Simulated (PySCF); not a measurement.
Atomic charges by several schemes

(NaSH)2 ring, H2Na2S2.
Structure used (PBE0-D3(BJ)/def2-SVP), in Å, numbered top down from 1:
```xyz
6
H2Na2S2 angstrom
Na     1.0947    1.1183    0.2647
S      1.0425   -0.6846   -1.6676
Na    -1.2009   -1.0831   -0.3276
S     -1.1444    0.7168    1.6072
H      0.5573    0.0905   -2.6633
H     -0.6565   -0.0627    2.5982
```

Density: PBE0/pcSseg-1 (PySCF); schemes: Mulliken, IAO, Hirshfeld and ESP-fitted. Geometry: PBE0-D3(BJ)/def2-SVP, one conformer, isolated molecule.

Task: Which atoms carry the lowest charge in the Mulliken, IAO, Hirshfeld and ESP-fitted schemes?

Result: All schemes pick atoms of one kind: Mulliken S2 and S4 (-0.791); IAO S2 and S4 (-0.825); Hirshfeld S2 and S4 (-0.464); ESP-fitted S4 (-0.889).

Task: At which atom do the 4 schemes differ most?

Result: At S4: from -0.889 (ESP-fitted) to -0.464 e (Hirshfeld), 0.425 e apart.

Task: Do the Mulliken, IAO, Hirshfeld and ESP-fitted schemes agree on where the charge is highest?

Result: All schemes pick atoms of one kind: Mulliken Na1 and Na3 (+0.672); IAO Na1 and Na3 (+0.750); Hirshfeld Na1 and Na3 (+0.452); ESP-fitted Na1 (+0.714).

Task: Give the atomic charges in each scheme.

Result: In e:

```tsv
atom	environment	Mulliken	IAO	Hirshfeld	ESP-fitted
Na1	sodium bonded to 2 S	+0.672	+0.750	+0.452	+0.714
S2	sulfur bonded to 2 Na and H	-0.791	-0.825	-0.464	-0.888
Na3	sodium bonded to 2 S	+0.672	+0.750	+0.452	+0.713
S4	sulfur bonded to 2 Na and H	-0.791	-0.825	-0.464	-0.889
H5	hydrogen on S2	+0.119	+0.075	+0.012	+0.174
H6	hydrogen on S4	+0.119	+0.075	+0.012	+0.175
```

Mean size of the charges over all atoms: ESP-fitted 0.592 e, IAO 0.550 e, Mulliken 0.527 e, Hirshfeld 0.309 e. Each set sums to the total charge, 0, to within 0.001 e. The Hirshfeld scheme weights the molecular density at each point by an atom's share of the summed free-atom densities.

Task: How many electrons does the IAO scheme count on S4?

Result: Z − q = 16 − (-0.825) = 16.825.

Task: Sum the charges by element.

Result: 
```tsv
element	atoms	Mulliken	IAO	Hirshfeld	ESP-fitted
Na	2	+1.345	+1.501	+0.905	+1.427
S	2	-1.582	-1.651	-0.928	-1.777
H	2	+0.237	+0.150	+0.024	+0.350
```

The run behind these numbers computed NMR shieldings as well. Time: 4.8 s. Hardware: Arm Neoverse V1, one thread, no GPU, on a shared host.
